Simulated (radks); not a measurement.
Q: These are the eigenvalues of the occupied orbitals of an atom or ion with whole-number occupations (eV). Method: non-relativistic Kohn-Sham, PBE, spin-polarised, spherical densities, point nucleus; computed with a radial shooting solver on a logarithmic mesh with Libxc functionals.

1s up: -37882.58
1s down: -37881.96
2s up: -6645.222
2s down: -6644.789
2p up: -6335.107
2p down: -6334.661
3s up: -2094.014
3s down: -2093.003
3p up: -1961.347
3p down: -1960.368
3d up: -1717.823
3d down: -1717.007
4s up: -989.9423

Which element is it, and in what charge state? The configuration may be excited. Open shells, if any, are filled with parallel spins first.

A: Z = 57, lanthanum, charge +28: La28+ in [Ar] 3d10 4s1. The list shows which subshells hold electrons but not how many an open one holds; the 1s level, -1392.2 hartree, gives Z - s = 52.8 by -(Z - s)^2/2, which with screening narrows Z to a few neighbours, and the depths of the outer levels then fix element, charge and occupations together.
